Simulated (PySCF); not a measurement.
Cd(Br)(SeH) (BrCdHSe), SMILES [SeH][Cd][Br].

The structure is a stationary point at r2SCAN-D4/def2-SVP. The structure was generated by enumeration; whether it is a known compound was not checked. The def2 effective core potentials stand for the cores of Cd; spin–orbit coupling is left out. The values are those of a single conformer.

Level of theory: PBE/def2-TZVPD run with PySCF.

Symmetry labels are those of the subgroup Cs that the program uses (full group Cs).

**Question.** List the valence orbital energies around the gap with their symmetry. (Estimate from the structure and the level; the computed values follow.)

**Answer.** 
```json
[
 {"orbital": "HOMO−7", "symmetry": "A\"", "energy (eV)": "-13.62"},
 {"orbital": "HOMO−6", "symmetry": "A'", "energy (eV)": "-13.62"},
 {"orbital": "HOMO−5", "symmetry": "A'", "energy (eV)": "-9.74"},
 {"orbital": "HOMO−4", "symmetry": "A'", "energy (eV)": "-8.86"},
 {"orbital": "HOMO−3", "symmetry": "A'", "energy (eV)": "-7.67"},
 {"orbital": "HOMO−2", "symmetry": "A\"", "energy (eV)": "-7.10"},
 {"orbital": "HOMO−1", "symmetry": "A'", "energy (eV)": "-7.07"},
 {"orbital": "HOMO", "symmetry": "A\"", "energy (eV)": "-6.18"},
 {"orbital": "LUMO", "symmetry": "A'", "energy (eV)": "-2.79"},
 {"orbital": "LUMO+1", "symmetry": "A'", "energy (eV)": "-1.64"},
 {"orbital": "LUMO+2", "symmetry": "A\"", "energy (eV)": "-1.24"},
 {"orbital": "LUMO+3", "symmetry": "A'", "energy (eV)": "-0.92"}
]
```
